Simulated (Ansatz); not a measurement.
CH5BBrNSi, SMILES `B[SiH](Br)N=C`. Total charge 0; spin multiplicity 1. The geometry is a stationary point of PBE0-D4/def2-TZVP. It is one conformer, not always the lowest.

```xyz
10

B    -0.021    1.886   -0.559
Si   -0.525    0.013   -0.742
Br   -1.526    1.040    1.115
N     0.513   -1.281   -0.350
C     0.850   -1.827    0.728
H     0.962    2.152    0.062
H    -0.664    2.723   -1.113
H    -1.617   -0.528   -1.578
H     1.600   -2.625    0.731
H     0.429   -1.552    1.705
```

(1) What is the dipole moment at ωB97M-V/def2-TZVPP? (Estimate.)

(2) And with PBE, r2SCAN, B3LYP? (An estimate is asked.)

(3) Give the Mulliken charges with ωB97M-V, PBE, B3LYP in def2-TZVPP. (Best estimate.)

Answers

(1) Ansatz gave: 2.18 D, with components (0.61, -2.04, 0.48) D in this frame, pointing from negative to positive charge.

(2) Computed: PBE 2.05 D, r2SCAN 2.09 D, B3LYP 2.11 D.

(3) The calculation gave: 
| atom | ωB97M-V | PBE | B3LYP |
| --- | --- | --- | --- |
| B1 | -0.28 | -0.16 | -0.13 |
| Si2 | 0.32 | 0.30 | 0.36 |
| Br3 | -0.15 | -0.13 | -0.18 |
| N4 | -0.28 | -0.20 | -0.26 |
| C5 | -0.05 | -0.06 | -0.07 |
| H6 | 0.12 | 0.06 | 0.07 |
| H7 | 0.11 | 0.05 | 0.06 |
| H8 | 0.00 | -0.04 | -0.05 |
| H9 | 0.12 | 0.10 | 0.11 |
| H10 | 0.10 | 0.09 | 0.10 |

B3LYP here is the variant with VWN-RPA as its local correlation; programs differ in this.
